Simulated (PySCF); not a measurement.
# Energy of Co²⁺ (cobalt, charge +2) between two integer charges

The 3d beta orbital of [Ar] 3d7 is emptied in steps (occupation f), with all orbitals relaxed, ending at [Ar] 3d6. Computed with PySCF 2.14 in x2c-TZVPall (6s5p4d1f, 48 functions), with scalar relativity by spin-free X2C-1e. The exact energy is a straight line in f; departures are measured from the line between the end points of the same method.

| f | HSE06 (eV) |
| --- | --- |
| 1 | 0.000 |
| 0.8 | -0.949 |
| 0.6 | -1.433 |
| 0.4 | -1.441 |
| 0.2 | -0.965 |
| 0 | 0.000 |

**Question.** For HSE06, how does the orbital energy at f = 1 compare with the removal energy?

**Answer.** −ε = 27.811 eV against a total-energy difference of 33.698 eV. By Janak's theorem ε = ∂E/∂f, so the gap between them reflects the curvature. Along the path −ε is 30.107 (f = 0.8), 32.460 (f = 0.6), 34.860 (f = 0.4), 37.297 (f = 0.2) eV.

Reference removal energy between the ground levels: 33.5 ± 0.06 eV (semi-empirical (NIST evaluation); NIST Atomic Spectra Database, ionization energies). The calculation has no spin-orbit coupling. The determinant left behind need not be the lowest term of the ion.
